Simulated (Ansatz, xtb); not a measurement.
A geometry optimisation of CO2Se+ with r2SCAN-D4/def2-SVP

The starting geometry of this gas-phase doublet was built from a drawn formula by distance geometry and a force field; its bonds are those of `[C+]#[Se]([O])=O`.

```xyz
4

C    -4.3017   -1.6423   -1.5832
O    -3.2098    0.9576   -0.1422
O    -1.9516   -0.6524   -2.0918
Se   -3.3622   -0.3326   -1.3666
```

Task: Predict what becomes of its bonds when it is optimised with r2SCAN-D4/def2-SVP.

Result: It loosens into OSe + CO, which stay close as a complex (formulas without charges). Distances that change by over a tenth: O2–Se4 (1.79 → 1.59 Å). Contacts that open: C1–Se4 (1.63 → 3.64 Å), O3–Se4 (1.62 → 2.49 Å). Contacts that close: C1–O3 (2.60 → 1.15 Å).

The energy falls by 8.88 eV over 23 steps:

```tsv
step	E − E(last) (eV)
1	8.879
3	7.722
6	7.044
8	6.973
11	6.069
13	1.678
16	0.222
18	0.077
21	0.005
23	0.000
```

Final geometry (Å):

```xyz
4

C    -3.2476   -1.9622   -2.9052
O    -2.8362    1.5024   -0.4015
O    -3.3084   -1.3172   -1.9588
Se   -3.4330    0.1073    0.0817
```

From the same start GFN2-xTB ends elsewhere, differing in C1–Se4 (1.92 against 3.64 Å here).

No frequencies were run, so the end isn't proven a minimum. Open shells are spin-unrestricted. Run with Ansatz 0.2.0, 6.4 min on 1 thread of Arm Neoverse V1, with other jobs on the host.
